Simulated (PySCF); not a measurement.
Computed shifts of a molecule C3H8OSi2, PBE/pcSseg-1 in PySCF, GIAO, gas phase, equivalent atoms averaged, in ppm (number of nuclei): ¹³C: 180.5 (1), 169.1 (1), 60.9 (1). ²⁹Si: 5.1 (1), -39.4 (1). ¹H: 8.00 (1), 7.97 (1), 6.03 (1), 5.22 (1), 5.12 (1), 4.16 (3). References: ¹³C against TMS (σ = 182.0 ppm); ¹⁷O against H2O (σ = 334.3 ppm); ²⁹Si against TMS (σ = 335.4 ppm); ¹H against TMS (σ = 31.49 ppm), references at their B3LYP-D3(BJ)/def2-TZVP geometries, non-relativistic. The structure is a stationary point at B3LYP-D3(BJ)/def2-SVP. One conformer was computed; it need not be the lowest.

Question: Pick the molecule that these values belong to.
A. CC#C[SiH2]O[SiH3]
B. C[Si@H]1OC=C1[SiH3]
C. CO[Si@@H]1C=C[SiH2]1
D. [SiH3][C@@H]1C=C[SiH2]O1

Answer: C, CO[Si@@H]1C=C[SiH2]1
